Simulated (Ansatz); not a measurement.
Spectroscopic constants of MgO-, multiplicity 2 (lowest of 2S+1 = 2, 4 at CCSD(T)/def2-TZVPP on PBE0 minima; our sources give no spin for the ground state, which may be another). The T1 diagnostic near the minimum is 0.052, so single-reference values are doubtful.

The constants come from a fifth-degree fit in 1/R (seven points, main isotopes). Runs in def2 and cc sets follow the lowest solution found near the PBE0 minimum.

The values were computed with Ansatz (Gaussian orbitals). Values without a source in brackets are computed.

Energies at PBE/def2-TZVPP:

```
R (Å)       E (hartree)
--------  -------------
1.664180  -275.11386133
1.708916  -275.11867442
1.750073  -275.12117126
1.796598  -275.12220729
1.843124  -275.12174012
1.896807  -275.11976824
1.959437  -275.11605548
```

### Question
With a reduced mass of 9.5958 u, find the minimum, the force constant and the constants.

### Answer
A fifth-degree polynomial in 1/R puts the minimum at r_e = 1.8037 Å with force constant 291 N/m. Then ω_e = (1/2πc)√(k/μ) = 717 cm⁻¹ and B_e = h/(8π²cμr_e²) = 0.5400 cm⁻¹; the cubic and quartic terms give α_e = 0.0054 and ω_e x_e = 5.4 cm⁻¹.

Ansatz is a quantum-chemistry and plane-wave program.
